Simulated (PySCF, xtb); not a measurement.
CH6HfO, SMILES C[O][HfH3], multiplicity 1.

Harmonic wavenumbers (cm⁻¹) from GFN2-xTB run with xtb at its own minimum, in rising order: 56, 90, 123, 367, 440, 451, 585, 626, 645, 1082, 1129, 1145, 1259, 1284, 1355, 1412, 1460, 1496, 2698, 2840, 2868.

Question: What does B3LYP-D3(BJ)/def2-SVP (PySCF) give at its own minimum? (The exact figures need the calculation; the answer reports its results.)

Answer: 45, 122, 122, 394, 394, 470, 612, 664, 664, 1174, 1174, 1219, 1468, 1468, 1471, 1688, 1688, 1741, 3011, 3099, 3099. Paired by order, the mean absolute difference is 119 cm⁻¹ and the zero-point energies are 33.5 and 36.9 kcal/mol.
